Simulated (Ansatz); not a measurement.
`[SiH3][O][Cd][O][SiH3]` + `F[Si]1(Cl)CO1` → `[F][Cd][O][SiH3]` + `[SiH3]O[Si]1(Cl)CO1`  (redistribution)

Isolated molecules relaxed with PBE0-D4/def2-TZVP in Ansatz; ΔE leaves out vibrations. CCSD(T)/CBS is the MP2 limit (def2-TZVPP, def2-QZVPP) plus CCSD(T) − MP2 in def2-TZVPP, frozen cores. Functionals use def2-TZVPP. def2 core potentials past Kr. For Cd outer-core shells are correlated without core-valence functions, which leaves a few kJ/mol of doubt a bond. One conformer a species, not always the lowest.

`[SiH3][O][Cd][O][SiH3]`:

```xyz
11

Si   -2.604   -0.084   -1.782
O    -1.479   -1.080   -1.160
Cd   -0.001   -0.860    0.087
O     1.477   -0.830    1.353
Si    2.604    0.269    1.763
H    -1.987    1.054   -2.527
H    -3.469    0.510   -0.720
H    -3.464   -0.853   -2.720
H     1.989    1.538    2.256
H     3.476    0.630    0.606
H     3.457   -0.294    2.843
```

`F[Si]1(Cl)CO1`:

Z-matrix (Å, degrees):
```
Si
Cl 1 2.011
C 1 1.780 2 125.7
F 1 1.576 2 107.3 3 158.8
O 1 1.622 2 119.2 3 -63.4
H 3 1.087 1 122.2 2 160.8
H 3 1.087 1 122.8 2 -5.2
```

`[F][Cd][O][SiH3]`:

```xyz
7

F    -1.232   -3.687   -0.699
Cd   -0.685   -1.843   -0.701
O    -0.154    0.024   -0.800
Si    0.386    1.109    0.289
H     1.695    0.698    0.878
H    -0.570    1.280    1.423
H     0.560    2.420   -0.389
```

`[SiH3]O[Si]1(Cl)CO1`:

```xyz
11

Si   -1.627    1.239    1.041
O    -0.578    0.407    0.080
Si    0.830   -0.323   -0.131
Cl    1.877   -0.279    1.605
C     1.178   -1.497   -1.428
O     1.662   -0.059   -1.504
H    -0.948    1.645    2.295
H    -2.778    0.357    1.346
H    -2.082    2.434    0.293
H     0.462   -1.721   -2.216
H     2.004   -2.202   -1.381
```

```tsv
level	ΔE (kJ/mol)
ωB97X-V	2.4
ωB97M-V	4.1
r2SCAN	5.7
PBE0	5.6
CCSD/def2-TZVPP	10.7
CCSD(T)/def2-TZVPP	12.7
HF/def2-QZVPP	-2.9
HF/CBS(def2)	-3.2
```

**Question.** What does CCSD(T)/CBS give? (An estimate is asked.)

**Answer.** Computed: +5.0 kJ/mol. The listed levels differ from it by -2.6, -0.9, 0.7, 0.6, 5.7, 7.7, -7.9, -8.2 kJ/mol.

Largest T1 diagnostic among the species: 0.016.

The D4 term adds −3.9 kJ/mol with B3LYP and −2.4 kJ/mol with PBE0; it sums over pairs of atoms, weighted by their polarisabilities, and B3LYP, whose exchange is more repulsive, gets the larger term. In def2-TZVPP, CCSD(T) changes the Hartree–Fock value by +13.3 kJ/mol (the triples alone add +2.0 kJ/mol) and MP2 by +17.4 kJ/mol.

B3LYP here is the variant with VWN-RPA as its local correlation; programs differ in this.
